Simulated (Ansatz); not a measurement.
`BC1C[SiH2]1` + H₂O → `OC1C[SiH2]1` + BH₃  (formal hydrolysis of a C–B bond)

Computed with Ansatz on PBE0-D4/def2-TZVP structures; ΔE is electronic, products minus reactants. CBS: MP2 limit from def2 TZ/QZ plus the TZ coupled-cluster correction, frozen cores. This one scheme is used for every species. DFT in def2-TZVPP. B3LYP here is the variant with VWN-RPA as its local correlation; programs differ in this. HSE06 is defined as in plane-wave codes. One conformer a species, not always the lowest.

`BC1C[SiH2]1`:

Cartesian coordinates in Å:
```
B -0.695 -0.781 1.129
C 0.163 -0.819 -0.096
C -0.081 0.023 -1.333
Si 0.541 1.066 0.060
H -0.341 -1.339 2.127
H -1.733 -0.173 1.119
H 1.094 -1.383 -0.092
H 0.564 -0.169 -2.183
H -1.122 0.173 -1.603
H 1.977 1.393 0.138
H -0.365 2.009 0.735
```

H₂O:

```xyz
3

O    -0.090    0.232   -0.299
H     0.219    0.494    0.571
H    -0.128   -0.726   -0.273
```

`OC1C[SiH2]1`:

Z-matrix (Å, degrees):
```
C
C 1 1.539
Si 1 1.857 2 65.5
O 1 1.398 2 117.9 3 112.5
H 1 1.092 2 113.5 3 -109.7
H 2 1.085 1 117.6 3 115.8
H 2 1.087 1 114.2 3 -107.6
H 3 1.476 1 119.1 2 102.5
H 3 1.478 1 119.3 2 -106.2
H 4 0.963 1 108.0 2 66.4
```

BH₃:

```xyz
4

B     0.000    0.000    0.000
H    -0.646    0.999    0.092
H     0.200   -0.672    0.966
H     0.446   -0.327   -1.058
```

| level | ΔE (kcal/mol) | difference from CCSD(T)/CBS |
| --- | --- | --- |
| LDA (SPW92) | 45.2 | 3.4 |
| PBE-D4 | 42.6 | 0.8 |
| revPBE-D4 | 41.8 | 0.0 |
| BLYP-D4 | 38.6 | -3.2 |
| r2SCAN-D4 | 42.0 | 0.2 |
| PBE0-D4 | 42.1 | 0.3 |
| B3LYP-D4 | 38.6 | -3.2 |
| r2SCANh-D4 | 42.0 | 0.2 |
| r2SCAN0-D4 | 42.0 | 0.2 |
| HSE06-D4 | 42.2 | 0.4 |
| BHLYP-D4 | 37.5 | -4.3 |
| CAM-B3LYP-D4 | 37.5 | -4.3 |
| ωB97X-V | 37.6 | -4.2 |
| PBE-QIDH | 42.3 | 0.5 |
| PBE | 41.9 | 0.1 |
| revPBE | 40.5 | -1.3 |
| BLYP | 37.2 | -4.6 |
| r2SCAN | 41.9 | 0.1 |
| PBE0 | 41.6 | -0.2 |
| B3LYP | 37.5 | -4.3 |
| r2SCANh | 41.9 | 0.1 |
| r2SCAN0 | 41.8 | 0.0 |
| HSE06 | 41.7 | -0.1 |
| BHLYP | 36.5 | -5.3 |
| CAM-B3LYP | 36.9 | -4.9 |
| LC-ωPBE | 39.4 | -2.4 |
| RPA@PBE/def2-TZVPP | 37.8 | -4.0 |
| MP2/def2-SVP | 39.0 | -2.8 |
| CCSD/def2-SVP | 35.3 | -6.5 |
| CCSD(T)/def2-SVP | 36.4 | -5.4 |
| HF/def2-TZVPP | 31.3 | -10.5 |
| MP2/def2-TZVPP | 43.4 | 1.6 |
| SCS-MP2/def2-TZVPP | 39.8 | -2.0 |
| CCSD/def2-TZVPP | 39.1 | -2.7 |
| CCSD(T)/def2-TZVPP | 40.6 | -1.2 |
| HF/def2-QZVPP | 31.4 | -10.4 |
| MP2/def2-QZVPP | 44.2 | 2.4 |
| SCS-MP2/def2-QZVPP | 40.5 | -1.3 |
| HF/CBS(def2) | 31.5 | -10.3 |
| MP2/CBS(def2) | 44.7 | 2.9 |
| CCSD(T)/CBS | 41.8 | 0 |

Largest T1 diagnostic among the species: 0.011.

The D4 term adds +1.1 kcal/mol with B3LYP and +0.6 kcal/mol with PBE0; it sums over pairs of atoms, weighted by their polarisabilities, and B3LYP, whose exchange is more repulsive, gets the larger term. At CCSD(T), def2-SVP lies −5.4 kcal/mol from the extrapolated value and def2-TZVPP −1.2 kcal/mol.
